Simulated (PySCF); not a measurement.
C₂H₉ClSi₂, singlet, geometry from GFN2-xTB; HF/6-31G, polarisability by finite fields run with PySCF.

Here is a job for PySCF.
```python
from pyscf import gto, scf

mol = gto.Mole()
mol.atom = '''
    C    -0.85718540    1.84703583   -0.60313997
    Si   -0.24507970    0.08056791   -0.21170454
    C    -1.27499272   -1.14603656   -1.25238116
    Si    2.04488194   -0.17327437   -0.52550313
    Cl   -0.75030377   -0.27385659    1.75073578
    H    -0.66822357    2.10638850   -1.64068382
    H    -0.35302085    2.58440633    0.01567620
    H    -1.92511789    1.95055762   -0.42660182
    H    -2.34143058   -1.02357436   -1.07936432
    H    -1.02293013   -2.17506253   -1.01078294
    H    -1.09537687   -1.00586154   -2.31424471
    H     2.39651867    0.06741596   -1.92892470
    H     2.83959934    0.76303341    0.27403712
    H     2.52098309   -1.51984623   -0.19758504
'''
mol.basis = '6-31g'
mol.verbose = 4
mol.build()

mf = scf.RHF(mol)
mf.conv_tol = 1e-11
mf.kernel()
h0, z, done = mf.get_hcore(), mol.intor('int1e_r')[2], []
def energy(F):
    f = mf.copy()
    f.scf_summary = {}
    f.get_hcore = lambda *a: h0 + F * z
    e = f.kernel(mf.make_rdm1())
    done.append(f.converged)
    return e
F = 0.001
alpha = -(energy(F) + energy(-F) - 2 * mf.e_tot) / F**2
print('alpha_zz =', alpha)
```

The log (banner, timings and long lists left out):

```
PySCF version 2.14.0

[INPUT] verbose = 4
[INPUT] num. atoms = 14
[INPUT] num. electrons = 66
[INPUT] charge = 0
[INPUT] spin (= nelec alpha-beta = 2S) = 0
[INPUT] symmetry False subgroup None
[INPUT] Mole.unit = angstrom
[INPUT] Symbol           X                Y                Z      unit          X                Y                Z       unit  Magmom
[INPUT]  1 C     -0.857185400000   1.847035830000  -0.603139970000 AA   -1.619845643976   3.490391860959  -1.139769358078 Bohr   0.0
[INPUT]  2 Si    -0.245079700000   0.080567910000  -0.211704540000 AA   -0.463133511691   0.152251284329  -0.400063599927 Bohr   0.0
[INPUT]  3 C     -1.274992720000  -1.146036560000  -1.252381160000 AA   -2.409387051614  -2.165695227139  -2.366657395965 Bohr   0.0
[INPUT]  4 Si     2.044881940000  -0.173274370000  -0.525503130000 AA    3.864266823669  -0.327441103707  -0.993056993302 Bohr   0.0
[INPUT]  5 Cl    -0.750303770000  -0.273856590000   1.750735780000 AA   -1.417868635529  -0.517513952507   3.308411140677 Bohr   0.0
[INPUT]  6 H     -0.668223570000   2.106388500000  -1.640683820000 AA   -1.262759537279   3.980497376933  -3.100443076805 Bohr   0.0
[INPUT]  7 H     -0.353020850000   2.584406330000   0.015676200000 AA   -0.667112722761   4.883820158292   0.029623724674 Bohr   0.0
[INPUT]  8 H     -1.925117890000   1.950557620000  -0.426601820000 AA   -3.637945569601   3.686019691983  -0.806160604041 Bohr   0.0
[INPUT]  9 H     -2.341430580000  -1.023574360000  -1.079364320000 AA   -4.424662535882  -1.934275208527  -2.039702953427 Bohr   0.0
[INPUT] 10 H     -1.022930130000  -2.175062530000  -1.010782940000 AA   -1.933057790266  -4.110272485504  -1.910102927983 Bohr   0.0
[INPUT] 11 H     -1.095376870000  -1.005861540000  -2.314244710000 AA   -2.069962287483  -1.900802829833  -4.373288687123 Bohr   0.0
[INPUT] 12 H      2.396518670000   0.067415960000  -1.928924700000 AA    4.528763938707   0.127397700825  -3.645139397909 Bohr   0.0
[INPUT] 13 H      2.839599340000   0.763033410000   0.274037120000 AA    5.366065056096   1.441924168793   0.517855104765 Bohr   0.0
[INPUT] 14 H      2.520983090000  -1.519846230000  -0.197585040000 AA    4.763967604760  -2.872093126153  -0.373381611911 Bohr   0.0

nuclear repulsion = 358.498650984915
number of shells = 49
number of NR pGTOs = 218
number of NR cGTOs = 75
basis = 6-31g
ecp = {}

******** <class 'pyscf.scf.hf.RHF'> ********
method = RHF
initial guess = minao
damping factor = 0
level_shift factor = 0
DIIS = <class 'pyscf.scf.diis.CDIIS'>
diis_start_cycle = 1
diis_space = 8
diis_damp = 0
SCF conv_tol = 1e-11
SCF conv_tol_grad = None
SCF max_cycles = 50
direct_scf = True
direct_scf_tol = 1e-13
Set gradient conv threshold to 3.16228e-06
Initial guess from minao.
init E= -1118.53130641991
  HOMO = -0.275268874297219  LUMO = 0.0854578900868621  gap/eV = 9.81588
cycle= 1 E= -1118.16913534206  delta_E= 0.362  |g|= 0.314  |ddm|= 2.99
  HOMO = -0.402628139721807  LUMO = 0.103951598726694  gap/eV = 13.78474
cycle= 2 E= -1118.212005373  delta_E= -0.0429  |g|= 0.0899  |ddm|= 0.799
  HOMO = -0.392360624456063  LUMO = 0.126700990265384  gap/eV = 14.12439
cycle= 3 E= -1118.21526793909  delta_E= -0.00326  |g|= 0.0255  |ddm|= 0.196
  HOMO = -0.394553427756687  LUMO = 0.126571597518041  gap/eV = 14.18053
cycle= 4 E= -1118.21558589331  delta_E= -0.000318  |g|= 0.00337  |ddm|= 0.0659
  HOMO = -0.395783667677889  LUMO = 0.1257714114635  gap/eV = 14.19224
cycle= 5 E= -1118.21559259066  delta_E= -6.7e-06  |g|= 0.001  |ddm|= 0.0123
  HOMO = -0.39572934463672  LUMO = 0.125861959768345  gap/eV = 14.19322
cycle= 6 E= -1118.21559312858  delta_E= -5.38e-07  |g|= 0.000233  |ddm|= 0.00379
  HOMO = -0.395669653926924  LUMO = 0.125914711960737  gap/eV = 14.19303
cycle= 7 E= -1118.21559316412  delta_E= -3.55e-08  |g|= 6.35e-05  |ddm|= 0.000889
  HOMO = -0.395679127174932  LUMO = 0.125910629615014  gap/eV = 14.19318
cycle= 8 E= -1118.21559316766  delta_E= -3.54e-09  |g|= 1e-05  |ddm|= 0.000321
  HOMO = -0.395677263178733  LUMO = 0.125911518560952  gap/eV = 14.19315
cycle= 9 E= -1118.21559316774  delta_E= -8.23e-11  |g|= 2.21e-06  |ddm|= 4.22e-05
  HOMO = -0.395677187595814  LUMO = 0.125911579364693  gap/eV = 14.19315
cycle= 10 E= -1118.21559316775  delta_E= -7.05e-12  |g|= 6.1e-07  |ddm|= 9.26e-06
  HOMO = -0.395677251920755  LUMO = 0.125911535609585  gap/eV = 14.19315
Extra cycle  E= -1118.21559316774  delta_E= 4.09e-12  |g|= 2.51e-07  |ddm|= 2.18e-06
converged SCF energy = -1118.21559316774

******** <class 'pyscf.scf.hf.RHF'> ********
method = RHF
initial guess = minao
damping factor = 0
level_shift factor = 0
DIIS = <class 'pyscf.scf.diis.CDIIS'>
diis_start_cycle = 1
diis_space = 8
diis_damp = 0
SCF conv_tol = 1e-11
SCF conv_tol_grad = None
SCF max_cycles = 50
direct_scf = True
direct_scf_tol = 1e-13
Overwritten attributes  get_hcore  of <class 'pyscf.scf.hf.RHF'>
Set gradient conv threshold to 3.16228e-06
init E= -1118.21442961055
  HOMO = -0.395556470823238  LUMO = 0.125307710877883  gap/eV = 14.17344
cycle= 1 E= -1118.21446412218  delta_E= -3.45e-05  |g|= 0.00189  |ddm|= 0.0294
  HOMO = -0.395814102839011  LUMO = 0.125387206219151  gap/eV = 14.18261
cycle= 2 E= -1118.21446591183  delta_E= -1.79e-06  |g|= 0.000622  |ddm|= 0.00469
  HOMO = -0.395830610498253  LUMO = 0.125380951240455  gap/eV = 14.18289
cycle= 3 E= -1118.21446613048  delta_E= -2.19e-07  |g|= 0.000254  |ddm|= 0.00149
  HOMO = -0.395847035604261  LUMO = 0.125384752338491  gap/eV = 14.18344
cycle= 4 E= -1118.21446616946  delta_E= -3.9e-08  |g|= 4.16e-05  |ddm|= 0.000751
  HOMO = -0.395853379846551  LUMO = 0.125382798780977  gap/eV = 14.18356
cycle= 5 E= -1118.21446617073  delta_E= -1.27e-09  |g|= 1.4e-05  |ddm|= 0.000146
  HOMO = -0.395852705900728  LUMO = 0.12538308025844  gap/eV = 14.18355
cycle= 6 E= -1118.21446617085  delta_E= -1.23e-10  |g|= 2.68e-06  |ddm|= 4.1e-05
  HOMO = -0.395852683645354  LUMO = 0.125383090832582  gap/eV = 14.18355
cycle= 7 E= -1118.21446617086  delta_E= -1.14e-12  |g|= 4.71e-07  |ddm|= 1.05e-05
  HOMO = -0.395852800580836  LUMO = 0.125383008627529  gap/eV = 14.18355
Extra cycle  E= -1118.21446617086  delta_E= -8.19e-12  |g|= 1.68e-07  |ddm|= 1.15e-06
converged SCF energy = -1118.21446617086

******** <class 'pyscf.scf.hf.RHF'> ********
method = RHF
initial guess = minao
damping factor = 0
level_shift factor = 0
DIIS = <class 'pyscf.scf.diis.CDIIS'>
diis_start_cycle = 1
diis_space = 8
diis_damp = 0
SCF conv_tol = 1e-11
SCF conv_tol_grad = None
SCF max_cycles = 50
direct_scf = True
direct_scf_tol = 1e-13
Set gradient conv threshold to 3.16228e-06
init E= -1118.21675672494
  HOMO = -0.395727427148069  LUMO = 0.126472372581239  gap/eV = 14.20978
cycle= 1 E= -1118.21679118827  delta_E= -3.45e-05  |g|= 0.00188  |ddm|= 0.0293
  HOMO = -0.395516964631362  LUMO = 0.126417143695666  gap/eV = 14.20255
cycle= 2 E= -1118.21679297028  delta_E= -1.78e-06  |g|= 0.000619  |ddm|= 0.00468
  HOMO = -0.395496248583473  LUMO = 0.126422887575216  gap/eV = 14.20214
cycle= 3 E= -1118.21679318711  delta_E= -2.17e-07  |g|= 0.000252  |ddm|= 0.00148
  HOMO = -0.395482914093771  LUMO = 0.126420411837614  gap/eV = 14.20171
cycle= 4 E= -1118.21679322541  delta_E= -3.83e-08  |g|= 4.12e-05  |ddm|= 0.000741
  HOMO = -0.395476906226387  LUMO = 0.12642235366958  gap/eV = 14.20160
cycle= 5 E= -1118.21679322666  delta_E= -1.25e-09  |g|= 1.38e-05  |ddm|= 0.000143
  HOMO = -0.39547749875742  LUMO = 0.126422093584185  gap/eV = 14.20161
cycle= 6 E= -1118.21679322677  delta_E= -1.12e-10  |g|= 2.64e-06  |ddm|= 4.03e-05
  HOMO = -0.395477518465521  LUMO = 0.126422095964365  gap/eV = 14.20161
cycle= 7 E= -1118.21679322677  delta_E= 5.91e-12  |g|= 4.59e-07  |ddm|= 1.03e-05
  HOMO = -0.395477408505823  LUMO = 0.126422175364501  gap/eV = 14.20161
Extra cycle  E= -1118.21679322678  delta_E= -1.05e-11  |g|= 1.65e-07  |ddm|= 1.12e-06
converged SCF energy = -1118.21679322678
alpha_zz = 73.06215366043034
```
